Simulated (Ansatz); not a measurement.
`C[Si](F)(F)C=O` + `N[SiH](Br)CO` → `C[Si](F)(F)CO` + `N[SiH](Br)C=O`  (redistribution)

Program: Ansatz. Geometries: PBE0-D4/def2-TZVP. ΔE: electronic, gas phase. CCSD(T)/CBS adds triple-zeta CCSD(T) − MP2 to the extrapolated MP2 energy (def2 sets, frozen cores). Functionals use def2-TZVPP. For Br outer-core shells are correlated without core-valence functions, which leaves a few kJ/mol of doubt a bond. Scalar relativity is left out up to krypton. One conformer a species, not always the lowest.

Question: Is it downhill or uphill in electronic energy at CCSD(T)/CBS, and by how much? (Estimate.)

Answer: Ansatz gave: Nearly level: ΔE = -1.9 kJ/mol.

Question: What do these levels give: PBE0-D4, ωB97X-V, ωB97M-V, B2PLYP, PBE, r2SCAN, HF/def2-TZVPP, SCS-MP2/def2-TZVPP, CCSD/def2-TZVPP, CCSD(T)/def2-TZVPP, SCS-MP2/def2-QZVPP, CCSD/CBS(def2)? (Estimate.)

Answer: Computed: PBE0-D4 -3.8, ωB97X-V -2.6, ωB97M-V -2.3, B2PLYP -3.8, PBE -5.2, r2SCAN -5.7, HF/def2-TZVPP -3.6, SCS-MP2/def2-TZVPP -1.5, CCSD/def2-TZVPP -2.0, CCSD(T)/def2-TZVPP -1.9, SCS-MP2/def2-QZVPP -1.5, CCSD/CBS(def2) -2.1 kJ/mol.

Largest T1 diagnostic among the species: 0.013.
